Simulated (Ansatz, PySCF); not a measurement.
Sb (SMILES [Sb]), quartet (core potentials on Sb). Base run: PBE/def2-SVP (PySCF).

Here is a job for PySCF.
```python
from pyscf import gto, scf, dft

mol = gto.M(
    atom='''
Sb    0.00000000    0.00000000    0.00000000
''',
    basis='def2-svp',
    ecp={'Sb': 'def2-svp'},
    spin=3,
    verbose=3,
)

mf = dft.UKS(mol)
mf.xc = 'pbe'
mf.kernel()
```

The same geometry, method and basis name were run in Ansatz (a first-principles code) and PySCF, at each program's defaults and at the settings that a row names. The base is PySCF at its defaults. Differences at the defaults can come from grids, fitting, cores and function types together.

```
code and settings                                                               ΔE vs base (mEh)  basis functions      E (Eh)  SCF cycles
------------------------------------------------------------------------------  ----------------  ---------------  ----------  ----------
PySCF, defaults (exact integrals, its default grid, spherical functions)                   0.000               26  -240.20171           7
Ansatz, defaults (factorised integrals, its default grid, spherical functions)             0.000               26  -240.20171           -
PySCF, density fitting with def2-universal-jkfit                                          -0.012               26  -240.20172           7
PySCF, fine grid                                                                           0.000               26  -240.20171           7
Ansatz, high accuracy                                                                      0.000               26  -240.20171           -
```

Open shells are given as the SCF converged; they aren't shown to be the lowest states, and a large step between rows can be another state.
